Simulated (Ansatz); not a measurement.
CH6AlFO2Si can be A, `C[O][Al]([F])[O][SiH3]`, or B, `C[Si](O)(F)[AlH][OH]`.

Isolated molecules relaxed with PBE0-D4/def2-TZVP in Ansatz; ΔE leaves out vibrations. CCSD(T)/CBS adds triple-zeta CCSD(T) − MP2 to the extrapolated MP2 energy (def2 sets, frozen cores). DFT in def2-TZVPP. Each species was taken in one conformer, which may not be the lowest.

Question: Which isomer does CCSD(T)/CBS put lower? Give the gap. (An estimate is asked.)

Answer: Ansatz gave: A, by 89.5 kJ/mol.

Question: Give E(B) − E(A) in kJ/mol with CCSD/def2-TZVPP, B2PLYP, PBE-D4, PBE0-D4, ωB97M-V, r2SCAN-D4, HF/def2-TZVPP. (Best estimate.)

Answer: Ansatz gave: CCSD/def2-TZVPP 100.6, B2PLYP 100.2, PBE-D4 61.2, PBE0-D4 71.0, ωB97M-V 87.3, r2SCAN-D4 86.5, HF/def2-TZVPP 129.4. None reverses the order clearly.

Largest T1 diagnostic: 0.013.

From PBE to PBE0 (25 % exact exchange), in def2-TZVPP and without D4, E(B) − E(A) moves by +9.6 kJ/mol. The D4 term adds −3.4 kJ/mol with B3LYP and −1.7 kJ/mol with PBE0; it sums over pairs of atoms, weighted by their polarisabilities, and B3LYP, whose exchange is more repulsive, gets the larger term.

B3LYP here is the variant with VWN-RPA as its local correlation; programs differ in this.
